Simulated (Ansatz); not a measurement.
Born–Oppenheimer molecular dynamics of CH₄BNO (8 atoms, charge 0, multiplicity 1). It starts from a relaxed structure.

Theory: RKS BHLYP/def2-SVP in Ansatz 0.2.0.

```yaml
ensemble: NVT, Langevin thermostat
time_step: 0.5 fs
steps_asked: 300
set_temperature: 700 K
friction: 0.001 /fs
seed: 31816
```

Frames 2.5 fs apart, positions in Å, forces in eV/Å.

Velocities at 120.0 fs (Å/ps):

```
N 2.30 -2.83 -3.10
B -4.65 -3.91 9.04
C 2.57 3.91 0.92
O -0.88 3.73 0.59
H 31.35 -36.07 -27.07
H 0.49 0.82 10.62
H 9.24 -16.80 15.62
H -1.48 -32.30 18.60
```

```xyz
8
Properties=species:S:1:pos:R:3:forces:R:3 time_fs=120.0 energy_less_start_eV=0.366 T=365
N -0.701 0.312 -0.986 1.64 -1.01 0.34
B 0.502 -0.270 -0.570 0.47 1.04 0.46
C 0.673 -0.882 0.939 -1.91 -1.26 0.17
O 1.561 -1.161 1.696 0.62 0.88 -0.92
H -0.823 0.548 -1.950 -0.19 0.34 -0.08
H -1.454 0.497 -0.374 -0.94 0.04 0.36
H 1.403 -0.211 -1.343 0.23 -0.46 -0.24
H -0.342 -1.285 1.270 0.09 0.44 -0.10
8
Properties=species:S:1:pos:R:3:forces:R:3 time_fs=122.5 energy_less_start_eV=0.483 T=273
N -0.692 0.303 -0.993 0.46 -0.60 0.43
B 0.492 -0.277 -0.546 1.11 0.93 0.02
C 0.674 -0.876 0.943 -2.82 -1.86 0.76
O 1.560 -1.151 1.695 1.19 0.93 -0.66
H -0.749 0.464 -2.005 -0.57 0.33 1.15
H -1.470 0.497 -0.349 0.37 -0.20 -1.15
H 1.432 -0.272 -1.309 -0.24 -0.39 0.02
H -0.339 -1.348 1.305 0.49 0.86 -0.57
8
Properties=species:S:1:pos:R:3:forces:R:3 time_fs=125.0 energy_less_start_eV=0.423 T=320
N -0.680 0.294 -0.999 0.69 -0.65 0.64
B 0.489 -0.276 -0.523 1.53 0.51 -0.23
C 0.662 -0.879 0.951 -2.27 -1.63 0.86
O 1.562 -1.138 1.692 1.20 0.90 -0.57
H -0.704 0.405 -2.005 -0.73 0.50 0.49
H -1.470 0.488 -0.386 0.11 -0.09 -0.91
H 1.449 -0.361 -1.276 -0.53 -0.16 0.15
H -0.316 -1.365 1.310 0.00 0.63 -0.42
8
Properties=species:S:1:pos:R:3:forces:R:3 time_fs=127.5 energy_less_start_eV=0.325 T=404
N -0.664 0.284 -1.003 1.61 -0.80 0.71
B 0.494 -0.273 -0.502 1.34 -0.05 -0.11
C 0.639 -0.891 0.961 -0.22 -0.65 0.62
O 1.571 -1.122 1.688 0.46 0.80 -0.77
H -0.703 0.373 -1.981 -0.50 0.56 -1.10
H -1.466 0.481 -0.472 -1.14 0.22 0.42
H 1.442 -0.460 -1.236 -0.35 0.09 -0.03
H -0.292 -1.349 1.296 -1.20 -0.17 0.25
8
Properties=species:S:1:pos:R:3:forces:R:3 time_fs=130.0 energy_less_start_eV=0.236 T=476
N -0.644 0.272 -1.004 -0.51 0.12 -0.37
B 0.505 -0.269 -0.482 0.72 -0.62 0.15
C 0.615 -0.905 0.974 0.87 -0.09 0.80
O 1.582 -1.103 1.681 -0.72 0.59 -1.05
H -0.729 0.372 -2.003 0.10 0.24 0.09
H -1.516 0.486 -0.541 0.29 -0.14 0.22
H 1.412 -0.550 -1.201 0.15 0.24 -0.33
H -0.332 -1.338 1.297 -0.89 -0.34 0.50
8
Properties=species:S:1:pos:R:3:forces:R:3 time_fs=132.5 energy_less_start_eV=0.335 T=414
N -0.628 0.260 -1.006 -1.99 0.78 -1.30
B 0.520 -0.268 -0.460 -0.04 -1.05 -0.07
C 0.594 -0.921 0.991 0.25 -0.05 1.12
O 1.590 -1.080 1.672 -1.50 0.26 -0.99
H -0.758 0.385 -2.023 0.74 -0.09 1.05
H -1.554 0.483 -0.603 1.35 -0.39 0.34
H 1.387 -0.629 -1.186 0.39 0.39 -0.31
H -0.419 -1.346 1.323 0.81 0.15 0.17
8
Properties=species:S:1:pos:R:3:forces:R:3 time_fs=135.0 energy_less_start_eV=0.393 T=365
N -0.620 0.249 -1.014 -0.20 0.25 -0.32
B 0.534 -0.273 -0.438 -0.80 -1.31 -0.74
C 0.576 -0.938 1.013 -0.07 0.49 0.59
O 1.592 -1.056 1.661 -1.43 -0.14 -0.42
H -0.747 0.391 -1.999 0.79 -0.02 -0.34
H -1.524 0.463 -0.642 0.02 -0.05 1.11
H 1.374 -0.685 -1.187 0.33 0.58 -0.01
H -0.464 -1.344 1.357 1.35 0.19 0.13
8
Properties=species:S:1:pos:R:3:forces:R:3 time_fs=137.5 energy_less_start_eV=0.348 T=413
N -0.613 0.239 -1.024 1.21 -0.25 0.82
B 0.543 -0.284 -0.419 -1.34 -1.41 -1.32
C 0.556 -0.952 1.037 0.39 1.27 -0.60
O 1.589 -1.032 1.648 -0.61 -0.41 0.40
H -0.690 0.401 -1.995 0.39 0.16 -0.98
H -1.487 0.442 -0.611 -0.64 0.16 0.93
H 1.380 -0.710 -1.187 0.23 0.69 0.31
H -0.432 -1.335 1.403 0.38 -0.21 0.45
8
Properties=species:S:1:pos:R:3:forces:R:3 time_fs=140.0 energy_less_start_eV=0.320 T=455
N -0.602 0.228 -1.032 0.20 0.17 0.67
B 0.544 -0.302 -0.406 -1.62 -1.31 -1.38
C 0.539 -0.960 1.058 0.75 1.63 -1.46
O 1.583 -1.009 1.636 0.43 -0.46 1.00
H -0.610 0.423 -2.036 -0.15 0.00 0.88
H -1.476 0.427 -0.527 0.82 -0.09 -0.68
H 1.398 -0.697 -1.163 0.32 0.58 0.33
H -0.383 -1.345 1.479 -0.75 -0.51 0.64
8
Properties=species:S:1:pos:R:3:forces:R:3 time_fs=142.5 energy_less_start_eV=0.282 T=503
N -0.590 0.216 -1.038 0.68 -0.06 1.02
B 0.535 -0.329 -0.401 -1.55 -1.03 -1.15
C 0.524 -0.963 1.071 -0.22 0.84 -0.71
O 1.578 -0.988 1.626 0.93 -0.31 1.04
H -0.538 0.444 -2.031 -0.55 0.11 0.84
H -1.427 0.405 -0.479 0.37 0.08 -1.06
H 1.430 -0.651 -1.123 0.46 0.33 0.19
H -0.373 -1.376 1.591 -0.11 0.04 -0.17
8
Properties=species:S:1:pos:R:3:forces:R:3 time_fs=145.0 energy_less_start_eV=0.286 T=497
N -0.573 0.205 -1.041 1.74 -0.80 1.30
B 0.517 -0.362 -0.406 -0.59 -0.83 -0.66
C 0.508 -0.961 1.080 -0.52 -0.08 0.44
O 1.574 -0.967 1.621 0.69 -0.10 0.68
H -0.497 0.470 -1.985 -0.49 0.59 -0.90
H -1.361 0.387 -0.488 -1.52 0.51 0.01
H 1.487 -0.588 -1.067 0.22 0.12 0.15
H -0.368 -1.406 1.692 0.46 0.59 -1.02
8
Properties=species:S:1:pos:R:3:forces:R:3 time_fs=147.5 energy_less_start_eV=0.225 T=528
N -0.550 0.192 -1.039 -0.43 0.13 0.47
B 0.498 -0.401 -0.414 1.00 -0.73 0.10
C 0.490 -0.961 1.090 0.57 -0.34 0.65
O 1.575 -0.948 1.619 -0.07 0.03 0.24
H -0.486 0.526 -1.976 -0.27 0.33 -0.26
H -1.367 0.396 -0.499 -0.53 0.15 -0.44
H 1.552 -0.521 -1.001 -0.32 -0.08 0.16
H -0.341 -1.406 1.732 0.06 0.52 -0.92
```

Of the whole run (150 fs, mean temperature of the second half 414 K): The mean temperature of the second half is 41 % below the set value. A run of 0.15 ps of so small a system gives no equilibrium averages.

The run took 10 min on 1 thread of Intel(R) Xeon(R) Platinum 8259CL CPU @ 2.50GHz (Skylake/Cascade Lake), on a shared host, peak memory 0.14 GiB.
